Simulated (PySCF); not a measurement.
AlFGeH4O, SMILES [OH][Al]([F])[GeH3].

Geometry: PBE0-D3(BJ)/def2-SVP. The structure was generated by enumeration; whether it is a known compound was not checked. Other conformers were not sampled.

These are PBE0-D3(BJ)/def2-SVP run with PySCF values and carry that method's errors.

Frequencies are harmonic and unscaled.

A small imaginary wavenumber (i) marks a very flat motion, where grid noise or a shallow saddle decides the sign.

Computed normal modes with their intensities:
```json
[
 {"mode": "1", "ν (cm⁻¹)": "9i", "IR (km/mol)": "0.0", "Raman (Å⁴/amu)": "0.0", "depolarisation": "–", "moving atoms (share of kinetic energy)": "H 93 %"},
 {"mode": "2", "ν (cm⁻¹)": "119", "IR (km/mol)": "1.3", "Raman (Å⁴/amu)": "0.8", "depolarisation": "0.73", "moving atoms (share of kinetic energy)": "F 34 %, O 28 %, Al 21 %, H 9 %"},
 {"mode": "3", "ν (cm⁻¹)": "191", "IR (km/mol)": "31.6", "Raman (Å⁴/amu)": "2.7", "depolarisation": "0.40", "moving atoms (share of kinetic energy)": "F 34 %, O 31 %, Ge 26 %, H 9 %"},
 {"mode": "4", "ν (cm⁻¹)": "200", "IR (km/mol)": "17.3", "Raman (Å⁴/amu)": "0.8", "depolarisation": "0.75", "moving atoms (share of kinetic energy)": "Al 58 %, H 20 %, F 13 %, O 9 %"},
 {"mode": "5", "ν (cm⁻¹)": "339", "IR (km/mol)": "38.4", "Raman (Å⁴/amu)": "11.6", "depolarisation": "0.08", "moving atoms (share of kinetic energy)": "Al 44 %, Ge 18 %, F 15 %, H 12 %, O 10 %"},
 {"mode": "6", "ν (cm⁻¹)": "383", "IR (km/mol)": "168.7", "Raman (Å⁴/amu)": "1.1", "depolarisation": "0.75", "moving atoms (share of kinetic energy)": "H 83 %, O 12 %"},
 {"mode": "7", "ν (cm⁻¹)": "435", "IR (km/mol)": "4.7", "Raman (Å⁴/amu)": "1.5", "depolarisation": "0.75", "moving atoms (share of kinetic energy)": "H 86 %, Al 9 %"},
 {"mode": "8", "ν (cm⁻¹)": "437", "IR (km/mol)": "10.2", "Raman (Å⁴/amu)": "2.6", "depolarisation": "0.75", "moving atoms (share of kinetic energy)": "H 90 %"},
 {"mode": "9", "ν (cm⁻¹)": "553", "IR (km/mol)": "132.5", "Raman (Å⁴/amu)": "4.0", "depolarisation": "0.26", "moving atoms (share of kinetic energy)": "H 70 %, O 24 %"},
 {"mode": "10", "ν (cm⁻¹)": "784", "IR (km/mol)": "276.2", "Raman (Å⁴/amu)": "5.5", "depolarisation": "0.70", "moving atoms (share of kinetic energy)": "H 79 %, Al 8 %"},
 {"mode": "11", "ν (cm⁻¹)": "822", "IR (km/mol)": "33.4", "Raman (Å⁴/amu)": "1.5", "depolarisation": "0.63", "moving atoms (share of kinetic energy)": "F 31 %, Al 28 %, H 24 %, O 15 %"},
 {"mode": "12", "ν (cm⁻¹)": "887", "IR (km/mol)": "17.8", "Raman (Å⁴/amu)": "31.3", "depolarisation": "0.75", "moving atoms (share of kinetic energy)": "H 97 %"},
 {"mode": "13", "ν (cm⁻¹)": "887", "IR (km/mol)": "34.1", "Raman (Å⁴/amu)": "27.7", "depolarisation": "0.75", "moving atoms (share of kinetic energy)": "H 99 %"},
 {"mode": "14", "ν (cm⁻¹)": "938", "IR (km/mol)": "115.8", "Raman (Å⁴/amu)": "1.4", "depolarisation": "0.31", "moving atoms (share of kinetic energy)": "Al 48 %, O 30 %, F 16 %"},
 {"mode": "15", "ν (cm⁻¹)": "2145", "IR (km/mol)": "62.0", "Raman (Å⁴/amu)": "257.3", "depolarisation": "0.04", "moving atoms (share of kinetic energy)": "H 99 %"},
 {"mode": "16", "ν (cm⁻¹)": "2148", "IR (km/mol)": "101.6", "Raman (Å⁴/amu)": "144.5", "depolarisation": "0.74", "moving atoms (share of kinetic energy)": "H 98 %"},
 {"mode": "17", "ν (cm⁻¹)": "2160", "IR (km/mol)": "97.0", "Raman (Å⁴/amu)": "149.6", "depolarisation": "0.49", "moving atoms (share of kinetic energy)": "H 99 %"},
 {"mode": "18", "ν (cm⁻¹)": "3976", "IR (km/mol)": "118.2", "Raman (Å⁴/amu)": "212.8", "depolarisation": "0.29", "moving atoms (share of kinetic energy)": "H 94 %"}
]
```
